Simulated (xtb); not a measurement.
Ge(Cl)(SH) (ClGeHS), SMILES [Cl][Ge][SH] (connectivity only; charge and spin as stated), neutral, multiplicity 1. All values are semi-empirical tight-binding results from xtb (GFN2-xTB unless named), good for trends rather than for accurate numbers. Coordinates come from a GFN2-xTB optimisation. The values are those of a single conformer.

Optimised geometry:

```xyz
4

Ge     0.4208    -0.5179     0.2917
Cl     0.9434     1.5181    -0.1351
S     -1.7218    -0.4679    -0.4296
H     -1.9531    -1.7496    -0.1637
```
Charge 0, spin multiplicity 1.

For metal compounds this method's bond lengths and energies can be far off.

- point group as xtb finds it: Cs
- orbital gap: 3.25 eV
- zero-point energy: 5.9 kcal/mol
- G − E(el) at 298.15 K (modified RRHO): -12.7 kcal/mol

Task: Give the atomic charges and the Wiberg bond orders between heavy atoms. (The exact figures need the calculation; the answer reports its results.)

Result: charges (e) Ge1 0.35, Cl2 -0.19, S3 -0.33, H4 0.17. Bond orders Ge1–Cl2 1.34, Ge1–S3 1.28.
